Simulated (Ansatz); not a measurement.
Two members of one family (Series CdX2), computed with Ansatz in the gas phase; def2 core potentials for Cd, no spin–orbit coupling. Binding counts from free atoms in the multiplicity of their measured ground term, without zero-point energy. A dash marks a value that wasn't run or was left out as unsound. The structures are stationary points that may keep the symmetry of their start. Remarks come from the PBE and PBE0 runs and from stability tests at other levels; not every state was tested. HOMO above LUMO (over both spins in singlets and doublets, within one spin in higher multiplets; at PBE or PBE0), or a gap under 0.15 eV within one spin, warns that the state may not be the lowest or that an electron is smeared out.

First: CdCl2 (singlet, charge 0, PBE0-D4/def2-TZVP geometry).

```xyz
3

Cd    0.000    0.000    0.001
Cl   -0.467   -2.099    0.709
Cl    0.467    2.098   -0.710
```

```
              level  HOMO (eV)  LUMO (eV)  gap (eV)  vertical IE (eV)  vertical triplet (eV)  binding per atom (eV)
    PBE-D4/def2-SVP      -7.25      -2.89      4.36                 –                      –                   1.96
   PBE-D4/def2-TZVP      -7.53      -3.08      4.45             10.59                   4.50                   1.94
revPBE-D4/def2-TZVP      -7.46      -2.96      4.50                 –                      –                   1.85
r2SCAN-D4/def2-TZVP      -7.86      -2.86      5.01             10.80                   4.78                   1.99
   PBE0-D4/def2-SVP      -8.66      -2.03      6.63                 –                      –                   1.96
```

Metal–donor distances: 2 × Cl 2.26 Å. Remarks: gap within one spin near zero at PBE or PBE0 (+1 doublet), gap within one spin near zero at PBE or PBE0 (triplet).

Second: Cd(OH)2 (singlet, charge 0, PBE0-D4/def2-TZVP geometry).

```xyz
5

Cd    0.076    0.122    0.099
O    -1.062   -0.295    1.637
H    -1.153   -1.240    1.780
O     1.293    0.662   -1.335
H     0.846    0.752   -2.180
```

Question: Estimate the same table for the second.

Answer: 
```csv
level,HOMO (eV),LUMO (eV),gap (eV),vertical IE (eV),vertical triplet (eV),binding per atom (eV)
PBE-D4/def2-SVP,-6.11,-2.06,4.05,–,–,2.87
PBE-D4/def2-TZVP,-6.50,-2.31,4.19,9.93,4.19,2.89
revPBE-D4/def2-TZVP,-6.40,-2.20,4.20,–,–,2.77
r2SCAN-D4/def2-TZVP,-6.81,-2.03,4.78,10.03,4.36,2.83
PBE0-D4/def2-SVP,-7.77,-1.19,6.58,–,–,2.72
```

Metal–donor distances: 2 × O 1.96 Å. Remarks: gap within one spin near zero at PBE or PBE0 (+1 doublet), gap within one spin near zero at PBE or PBE0 (triplet).
